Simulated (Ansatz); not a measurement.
`S[Si](S)(Cl)Cl`, charge 0, multiplicity 1.

(1) Give a relaxed structure at PBE0-D4/def2-TZVP (Ansatz). (Best estimate.)

Answers

(1) The calculation gave: 
Z-matrix (Å, degrees):
```
Si
S 1 2.111
Cl 1 2.045 2 109.7
S 1 2.111 2 104.7 3 122.2
Cl 1 2.045 2 113.6 3 -118.1
H 2 1.344 1 93.5 3 32.3
H 4 1.344 1 93.5 2 154.6
```
Point group C2.
